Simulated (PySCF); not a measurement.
Nickel: a sound run and one with changed settings

Sound run: Ni [Ar] 3d8 4s2, Ni+ [Ar] 3d9. Calculation: PySCF 2.14, in 6-31G* (5s4p2d1f, 34 functions); no relativity, point nucleus. In the sound run the correlated levels freeze [Ar]. The sound run starts from symmetry-adapted Hartree-Fock orbitals and uses a fine grid where one is needed.

Changed run: the spin-free X2C one-electron Hamiltonian (Gaussian nucleus). This setting is unsound on purpose.

| species | method | sound run (hartree) | changed run (hartree) | converged |
| --- | --- | --- | --- | --- |
| Ni | UHF | -1506.61038 | -1516.56516 | yes |
| Ni | M06-2X | -1507.97917 | -1517.93407 | yes |
| Ni | MP2 | -1506.77930 | -1516.73423 | yes |
| Ni+ | UHF | -1506.26997 | -1516.21322 | yes |
| Ni+ | M06-2X | n/a | -1517.57863 | no |
| Ni+ | MP2 | -1506.46800 | -1516.41201 | yes |

Ionisation energy of Ni:

```json
{"method": "UHF", "sound run (eV)": "9.263", "changed run (eV)": "9.577"}
{"method": "MN15", "sound run (eV)": "7.949", "changed run (eV)": "8.349"}
{"method": "MP2", "sound run (eV)": "8.471", "changed run (eV)": "8.768"}
{"method": "SCS-MP2", "sound run (eV)": "8.670", "changed run (eV)": "8.967"}
```

Most of the change in total energy is the relativistic energy itself. On top of that the contraction fixes the core shape for the Hamiltonian it was made with, so the changed run is not a good calculation with the other Hamiltonian either.

For comparison, NIST gives 7.640 eV between the lowest levels.
